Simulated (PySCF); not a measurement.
**Ionisation energy of Ta²⁺ by level of theory**

Ta²⁺ [Xe] 4f14 5d3 (4F) → Ta³⁺ [Xe] 4f14 5d2 (3F), as a difference of total energies. Computed with PySCF 2.14 in aug-cc-pVTZ-PP with ECP60MDF (6s6p5d3f2g, 88 functions), with scalar relativity through the core potential. Correlated levels: valence: 5s2 5p6 frozen. The calculations carry no spin-orbit coupling.

```csv
method,ionisation energy (eV)
UHF,23.129
LDA,24.488
PBE,24.374
PBE0,24.266
r2SCAN,24.267
TPSS,24.073
TPSSh,24.056
LC-wPBE,24.135
HSE06,24.263
MP2 (valence),23.416
SCS-MP2 (valence),23.225
```

Problem. How much does correlation contribute at MP2 (valence)?

Solution. 23.416 − (23.129) = 0.287 eV, measured against UHF.

The reference lies between the lowest fine-structure levels, while these numbers refer to the centres of the terms.

Errors of the correlated levels include the incompleteness of this basis and the frozen core.

For comparison: 23.1 ± 1.6 eV (theoretical estimate listed by NIST; NIST Atomic Spectra Database, ionization energies).
